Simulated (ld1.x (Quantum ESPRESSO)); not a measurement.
## boron (B): excitation energies, all-electron against RRKJ

* Element: boron (B)
* Generator: ld1.x (Quantum ESPRESSO) 7.5
* Type: norm-conserving RRKJ (Kleinman–Bylander form)
* Functional: LDA (PZ)
* Relativity: scalar-relativistic
* Frozen core: [He]
* Valence charge: 3
* Reference configuration: 2s1.5 2p1.5
* Partial waves: 2s (bound): rc 1.70 bohr; 3d channel at 0.1 Ry: rc 2.45 bohr; 2p (bound): rc 2.30 bohr
* Local potential: the p channel
* Core correction: Bessel-smoothed model core, default radius (core density twice the valence density)
* rho0: 0.001

Energies are relative to the spin-unpolarised reference configuration 2s1.5 2p1.5; without spin polarisation the order of configurations can differ from experiment. Spin-polarised rows fill each open shell by Hund’s rule, majority spin first. The frozen-core shift is the all-electron ΔE with the core orbitals held at their reference shape minus the fully relaxed ΔE.

| valence configuration | charge | ΔE all-electron (eV) | error AE − PS (meV) | frozen-core shift (meV) |
| --- | --- | --- | --- | --- |
| 2s2 2p0 | +1 | 5.488 | +28 | +0.4 |
| 2s1 2p0 | +2 | 30.792 | +120 | +7.3 |
| 2s1 2p2 | 0 | 2.847 | 0.0 | +0.1 |
| 2s2 2p1.3 | -0.3 | -3.611 | -1.4 | +0.1 |
| 2s0 2p3 | 0 | 8.562 | +0.8 | +1.1 |
| 2s2 2p0.5 | +0.5 | 0.104 | +5.3 | +0.1 |
| 2s1.5 2p1.5 (spin-polarised) | 0 | -1.049 | +31 | +1.0 |
| 2s2 2p1 (spin-polarised) | 0 | -3.074 | +5.2 | +0.5 |

Problem. What are ΔE and the potential's error for 2s2 2p1?

Solution. ΔE = -2.839 eV all-electron; the error (AE − PS) is 0.0 meV.

Levels in the configuration 2s2 2p1 (spin-polarised):

| level | all-electron (eV) | pseudo (eV) |
| --- | --- | --- |
| 2s up | -9.782 | -9.795 |
| 2p up | -4.075 | -4.078 |
| 2s down | -8.735 | -8.704 |
